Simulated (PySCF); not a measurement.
**PySCF run on Pb³⁺**

File input.py (PySCF 2.14):

```python
from pyscf import gto, scf

mol = gto.M(
    atom='Pb 0 0 0',
    basis='def2-tzvpp',
    ecp={'Pb': 'def2-tzvpp'},
    charge=3,
    spin=1,
    verbose=4,
)
mf = scf.ROHF(mol)
mf.kernel()
mf.mulliken_pop()
mf.dip_moment()
print('orbital energies (hartree):', mf.mo_energy[..., max(0, mol.nelec[1]-3):mol.nelec[0]+3].round(4))
```

```bash
$ python input.py
```

It prints (some set-up lines and the per-cycle HOMO/LUMO lines with their warnings removed):

```
PySCF version 2.14.0

[INPUT] Symbol           X                Y                Z      unit          X                Y                Z       unit  Magmom
[INPUT]  1 Pb     0.000000000000   0.000000000000   0.000000000000 AA    0.000000000000   0.000000000000   0.000000000000 Bohr   0.0

nuclear repulsion = 0
number of shells = 16
number of NR pGTOs = 91
number of NR cGTOs = 50
basis = def2-tzvpp
ecp = {'Pb': 'def2-tzvpp'}

******** <class 'pyscf.scf.rohf.ROHF'> ********
method = ROHF
initial guess = minao
damping factor = 0
level_shift factor = 0
DIIS = <class 'pyscf.scf.diis.CDIIS'>
SCF conv_tol = 1e-09
SCF max_cycles = 50
num. doubly occ = 9  num. singly occ = 1
init E= -159.197023149202
cycle= 1 E= -189.918888331724  delta_E= -30.7  |g|= 1.35  |ddm|=  7.8
cycle= 2 E= -190.010103334435  delta_E= -0.0912  |g|= 0.199  |ddm|= 0.982
cycle= 3 E= -190.014214604606  delta_E= -0.00411  |g|= 0.0419  |ddm|= 0.282
cycle= 4 E= -190.014453802276  delta_E= -0.000239  |g|= 0.000901  |ddm|= 0.0372
cycle= 5 E= -190.014454018  delta_E= -2.16e-07  |g|= 2.03e-05  |ddm|= 0.00343
cycle= 6 E= -190.014454018147  delta_E= -1.48e-10  |g|= 1.12e-06  |ddm|= 7.48e-05
Extra cycle  E= -190.014454018148  delta_E= -4.83e-13  |g|= 1.68e-07  |ddm|= 2.26e-06
converged SCF energy = -190.014454018148
 ** Mulliken pop  **
pop of  0 Pb 5s           0.06216
pop of  0 Pb 6s          -0.56398
pop of  0 Pb 7s           1.71752
pop of  0 Pb 8s           0.79090
pop of  0 Pb 9s           0.85194
pop of  0 Pb 10s          0.14146
pop of  0 Pb 5px         -0.20300
pop of  0 Pb 5py         -0.20300
pop of  0 Pb 5pz         -0.20300
pop of  0 Pb 6px          2.18245
pop of  0 Pb 6py          2.18245
pop of  0 Pb 6pz          2.18245
[38 lines left out]
 ** Mulliken atomic charges  **
charge of    0Pb =      3.00000

WARN: System has nonzero charge 3; the dipole moment is origin-dependent.
Location of origin: [0. 0. 0.]

Dipole moment(X, Y, Z, Debye):  0.00000,  0.00000,  0.00000
orbital energies (hartree): [-2.1082 -2.1082 -2.1082 -1.2881 -0.7701 -0.7701 -0.7701]
```

In short: E(SCF) = -190.014454 Eh, 6 cycles.

Wall time 0.89 s on one thread of a shared host.

No search for the lowest solution was made.
